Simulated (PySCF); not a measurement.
Cd(Cl)(SeH) (CdClHSe), SMILES [Cl][Cd][SeH]. Atoms are numbered in the order given.

```xyz
4

Cd     0.0023    -0.4715     0.0000
Cl    -0.0042    -2.7774     0.0000
Se     0.0410     1.9942     0.0000
H     -1.4316     2.0450     0.0000
```

Geometry: B3LYP-D3(BJ)/def2-TZVP. The def2 effective core potentials stand for the cores of Cd; spin–orbit coupling is left out. Other conformers were not sampled.

All values below come from TDA-PBE0/def2-SVPD (PySCF).

Vertical excitations. Isolated molecule, no solvent. State labels are in the subgroup Cs.

Problem. List the lowest excited states. (The exact figures need the calculation; the answer reports its results.)

Solution. 
```json
[
 {"state": "S1", "symmetry": "A\"", "energy (eV)": "3.94", "λ (nm)": "315", "f": "0.016", "main pairs": "HOMO→LUMO 99 %"},
 {"state": "S2", "symmetry": "A\"", "energy (eV)": "5.10", "λ (nm)": "243", "f": "0.001", "main pairs": "HOMO→LUMO+1 98 %"},
 {"state": "S3", "symmetry": "A'", "energy (eV)": "5.40", "λ (nm)": "230", "f": "0.013", "main pairs": "HOMO−1→LUMO 85 %, HOMO−3→LUMO 13 %"},
 {"state": "S4", "symmetry": "A\"", "energy (eV)": "5.43", "λ (nm)": "228", "f": "0.020", "main pairs": "HOMO−2→LUMO 99 %"},
 {"state": "S5", "symmetry": "A'", "energy (eV)": "5.55", "λ (nm)": "223", "f": "0.016", "main pairs": "HOMO→LUMO+2 69 %, HOMO−3→LUMO 28 %"},
 {"state": "S6", "symmetry": "A\"", "energy (eV)": "5.75", "λ (nm)": "215", "f": "0.016", "main pairs": "HOMO→LUMO+3 97 %"},
 {"state": "S7", "symmetry": "A'", "energy (eV)": "6.55", "λ (nm)": "189", "f": "0.280", "main pairs": "HOMO−1→LUMO+1 56 %, HOMO−3→LUMO 18 %, HOMO→LUMO+2 10 %"},
 {"state": "S8", "symmetry": "A\"", "energy (eV)": "6.65", "λ (nm)": "186", "f": "0.000", "main pairs": "HOMO−2→LUMO+1 98 %"},
 {"state": "S9", "symmetry": "A'", "energy (eV)": "6.75", "λ (nm)": "184", "f": "0.020", "main pairs": "HOMO−3→LUMO+1 82 %"},
 {"state": "S10", "symmetry": "A'", "energy (eV)": "6.95", "λ (nm)": "178", "f": "0.341", "main pairs": "HOMO−2→LUMO+2 46 %, HOMO−1→LUMO+1 19 %, HOMO−3→LUMO 11 %"},
 {"state": "T1", "symmetry": "A\"", "energy (eV)": "3.56", "λ (nm)": "348", "f": "0", "main pairs": "HOMO→LUMO 99 %"},
 {"state": "T2", "symmetry": "A'", "energy (eV)": "4.79", "λ (nm)": "259", "f": "0", "main pairs": "HOMO−3→LUMO 68 %, HOMO−1→LUMO 25 %"},
 {"state": "T3", "symmetry": "A\"", "energy (eV)": "4.86", "λ (nm)": "255", "f": "0", "main pairs": "HOMO→LUMO+1 77 %, HOMO→LUMO+3 21 %"},
 {"state": "T4", "symmetry": "A'", "energy (eV)": "5.06", "λ (nm)": "245", "f": "0", "main pairs": "HOMO−1→LUMO 73 %, HOMO−3→LUMO 25 %"}
]
```
Triplets are in the Tamm–Dancoff approximation.
